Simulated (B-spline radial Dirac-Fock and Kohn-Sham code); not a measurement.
**Compton profile of Sr²⁺**

System: strontium as Sr²⁺, configuration [Ar] 3d10 4s2 4p6.

Input of the calculation (task.json; shells as n, l, electrons):

```json
{"items": [{
  "Z": 38,
  "q": 2,
  "cfg": [[1, 0, 2], [2, 0, 2], [2, 1, 6], [3, 0, 2], [3, 1, 6], [3, 2, 10], [4, 0, 2], [4, 1, 6]],
  "A": 88,
  "rrms": 4.224,
  "do": ["scatter"],
  "s": [0.0, 0.05, 0.1, 0.15, 0.2, 0.25, 0.3, 0.35, 0.4, 0.45, 0.5, 0.6, 0.7, 0.8, 0.9, 1.0, 1.1, 1.2, 1.4, 1.6, 1.8, 2.0, 2.5, 3.0, 3.5, 4.0, 5.0, 6.0],
  "pz": [0, 0.1, 0.2, 0.3, 0.4, 0.5, 0.6, 0.8, 1.0, 1.2, 1.4, 1.6, 1.8, 2.0, 2.5, 3.0, 4.0, 5.0, 7.0, 10.0, 15.0, 20.0, 30.0, 40.0, 60.0, 100.0],
  "hv_scatter": [2000, 17479.3, 30000, 50000, 100000, 200000, 500000, 1000000]
}]}
```

Launch: `python xray_run.py task.json out`

Method: the impulse approximation on Dirac-Fock orbitals of the configuration average with a finite nucleus. Computed with a B-spline atomic structure program. pz is in atomic units of momentum; subshell profiles are per electron, for a selection of subshells; open shells are spread over both j values by their weights.

| pz | J total | J 1s1/2 | J 2s1/2 | J 3d3/2 | J 4p3/2 |
| --- | --- | --- | --- | --- | --- |
| 0 | 5.985 | 0.0221 | 0.0809 | 0.0901 | 0.390 |
| 0.1 | 5.967 | 0.0221 | 0.0809 | 0.0901 | 0.390 |
| 0.2 | 5.913 | 0.0221 | 0.0808 | 0.0901 | 0.389 |
| 0.3 | 5.820 | 0.0221 | 0.0807 | 0.0901 | 0.387 |
| 0.4 | 5.684 | 0.0221 | 0.0806 | 0.0901 | 0.381 |
| 0.5 | 5.505 | 0.0221 | 0.0804 | 0.0901 | 0.371 |
| 0.6 | 5.286 | 0.0221 | 0.0801 | 0.0901 | 0.354 |
| 0.8 | 4.755 | 0.0221 | 0.0795 | 0.0901 | 0.305 |
| 1 | 4.176 | 0.0221 | 0.0788 | 0.0900 | 0.242 |
| 1.2 | 3.636 | 0.0220 | 0.0779 | 0.0899 | 0.177 |
| 1.4 | 3.188 | 0.0220 | 0.0768 | 0.0896 | 0.121 |
| 1.6 | 2.845 | 0.0220 | 0.0756 | 0.0892 | 0.0781 |
| 1.8 | 2.594 | 0.0219 | 0.0742 | 0.0886 | 0.0484 |
| 2 | 2.411 | 0.0219 | 0.0728 | 0.0876 | 0.0297 |
| 2.5 | 2.105 | 0.0218 | 0.0686 | 0.0839 | 0.0115 |
| 3 | 1.863 | 0.0217 | 0.0638 | 0.0780 | 0.00929 |
| 4 | 1.399 | 0.0214 | 0.0533 | 0.0621 | 0.00814 |
| 5 | 1.014 | 0.0210 | 0.0426 | 0.0453 | 0.00475 |
| 7 | 0.5610 | 0.0200 | 0.0240 | 0.0208 | 0.000938 |
| 10 | 0.2851 | 0.0180 | 0.00812 | 0.00581 | 0.000315 |
| 15 | 0.1180 | 0.0143 | 0.00205 | 0.000758 | 0.000224 |
| 20 | 0.05676 | 0.0106 | 0.00186 | 0.000124 | 9.20e-05 |
| 30 | 0.01790 | 0.00526 | 0.00113 | 6.39e-06 | 1.31e-05 |
| 40 | 0.007027 | 0.00248 | 0.000487 | < 1e-6 | 2.38e-06 |
| 60 | 0.001480 | 0.000594 | 9.41e-05 | < 1e-6 | < 1e-6 |
| 100 | 0.0001467 | 6.27e-05 | 8.09e-06 | < 1e-6 | < 1e-6 |

J(0) = 5.985. The 4p3/2 subshell gives the largest part, 26 %.

Mean momentum ⟨p⟩ by subshell (a.u.): 1s1/2 33.4, 2s1/2 11.5, 2p1/2 15.5, 2p3/2 15.1, 3s1/2 5.15, 3p1/2 6.11, 3p3/2 5.99, 3d3/2 6.86, 3d5/2 6.81, 4s1/2 1.87, 4p1/2 1.99, 4p3/2 1.95.
